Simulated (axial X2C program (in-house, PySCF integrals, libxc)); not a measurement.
# Correcting the dissociation energy of GeCl for spin–orbit coupling

A spin-free CCSD(T) curve (one-electron X2C) was computed with an axial X2C code built on PySCF integrals, basis Ge dyall-cv3z [9s9p7d4f1g], Cl dyall-av3z [9s8p3d2f] (cores contracted in-house), for the state M_S = 1/2, Λ = 1 (beyond evenly filled blocks: π+α). It gives D0 = 3.880 eV to Ge + Cl, which in a spin-free picture are the weighted means of the ground terms.

Correlated methods: 11 electrons correlated (number of frozen shells: Ge 3 s, 2 p, 1 d; Cl 2 s, 1 p), 233 virtual spin orbitals or spinors in MP2, 90 natural virtuals in coupled cluster.

Measured levels of the ground terms (NIST Handbook of Basic Atomic Spectroscopic Data), in cm⁻¹: Ge 3P: J = 0 at 0, J = 1 at 557.1, J = 2 at 1410; Cl 2P: J = 3/2 at 0, J = 1/2 at 882.4.

The two components of the molecular doublet are 1018 cm⁻¹ apart in the PBE0 2c search (Ω = 1/2 lower), so the lower one lies 509 cm⁻¹ under their mean.

Q: How far does each ground level lie under the (2J+1)-weighted mean of its term?

A: Ge: (1 × 0 + 3 × 557.1 + 5 × 1410)/9 = 969 cm⁻¹; Cl: (4 × 0 + 2 × 882.4)/6 = 294 cm⁻¹.

Q: Correct D0.

A: D0 = 3.880 + (509 − 1263)/8065.5 = 3.787 eV at CCSD(T) with these spin–orbit terms.

Second-order spin–orbit effects in the molecule, which grow quickly with Z, are left out. Occupations by symmetry block were frozen at the best pattern of an incomplete PBE0 search. Dissociation energies refer to the lowest single-determinant-based atoms at the same level and basis. Coupled cluster ran in a truncated set of natural virtual spinors; the MP2 energy of the rest was added. (T) has no such correction and the atoms are truncated less, which lowers De at CCSD(T) by a hundredth of an eV or more. With the outer-core shells frozen, correlated bond lengths of heavy atoms tend to come out a few hundredths of an ångström too long.
